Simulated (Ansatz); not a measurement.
Consider the formal exchange of groups at the Si–C bond: `N=C[SiH3]` + `[CH3][SbH2]` → `[SiH3][CH2][SbH2]` + `C=N`.

Gas-phase electronic energies from Ansatz, PBE0-D4/def2-TZVP geometries. CCSD(T)/CBS adds triple-zeta CCSD(T) − MP2 to the extrapolated MP2 energy (def2 sets, frozen cores). This one scheme is used for every species. DFT in def2-TZVPP. def2 core potentials past Kr. For Sb outer-core shells are correlated without core-valence functions, which leaves a few kJ/mol of doubt a bond. One conformer a species, not always the lowest.

`N=C[SiH3]`:

Cartesian coordinates in Å:
```
N 1.502 -0.354 -0.742
C 0.395 -0.653 -0.198
Si -0.765 0.720 0.381
H 2.029 -1.190 -1.006
H 0.082 -1.700 -0.050
H -1.007 0.564 1.841
H -2.073 0.573 -0.314
H -0.163 2.041 0.089
```

`[CH3][SbH2]`:

```xyz
7

C     0.787   -0.042   -0.375
Sb   -1.255   -0.610    0.052
H     1.440   -0.881   -0.136
H     0.873    0.180   -1.438
H     1.080    0.829    0.207
H    -1.853    0.989   -0.057
H    -1.073   -0.465    1.747
```

`[SiH3][CH2][SbH2]`:

```xyz
10

Si   -0.133   -0.725    1.023
C    -0.733    0.641   -0.096
Sb    0.555    1.033   -1.799
H    -1.062   -0.943    2.169
H     1.207   -0.384    1.569
H    -0.029   -1.997    0.260
H    -0.819    1.586    0.448
H    -1.720    0.411   -0.504
H     0.740   -0.622   -2.196
H     1.995    0.999   -0.875
```

`C=N`:

```xyz
5

C    -0.118    0.284   -0.240
N     0.495   -0.789    0.009
H    -0.676    0.873    0.497
H    -0.105    0.672   -1.260
H     0.405   -1.041    0.995
```

**Question.** Is it downhill or uphill in electronic energy at CCSD(T)/CBS, and by how much? (An estimate is asked.)

**Answer.** Computed: Downhill: ΔE = -21.0 kJ/mol.

**Question.** What do these levels give: revPBE, r2SCANh, RPA@PBE/def2-TZVPP, HF/def2-SVP, HF/def2-TZVPP, MP2/def2-QZVPP? (Best estimate.)

**Answer.** The calculation gave: revPBE -10.2, r2SCANh -16.9, RPA@PBE/def2-TZVPP -20.4, HF/def2-SVP -13.1, HF/def2-TZVPP -13.1, MP2/def2-QZVPP -24.2 kJ/mol.

**Question.** What do rigid-rotor, harmonic-oscillator terms from PBE0-D4/def2-TZVP frequencies (298.15 K, 1 bar) make of the CCSD(T)/CBS value? (Estimate.)

**Answer.** Ansatz gave: ΔZPE = +0.4 kJ/mol, ΔH = -20.0 kJ/mol, ΔS = 0 J/(mol·K), ΔG = -20.1 kJ/mol. Modes under 50 cm⁻¹ make the entropy rough.

Largest T1 diagnostic among the species: 0.013.

The D4 term adds −6.1 kJ/mol with B3LYP and −3.4 kJ/mol with PBE0; it sums over pairs of atoms, weighted by their polarisabilities, and B3LYP, whose exchange is more repulsive, gets the larger term. Leaving LDA and LC-ωPBE aside and taking each functional with its dispersion term where it has one, the values, not all of them listed here, spread over 6.6 kJ/mol, from PBE-QIDH to BLYP-D4. LDA lies −4.1 kJ/mol from PBE without D4.

B3LYP here is the variant with VWN-RPA as its local correlation; programs differ in this.
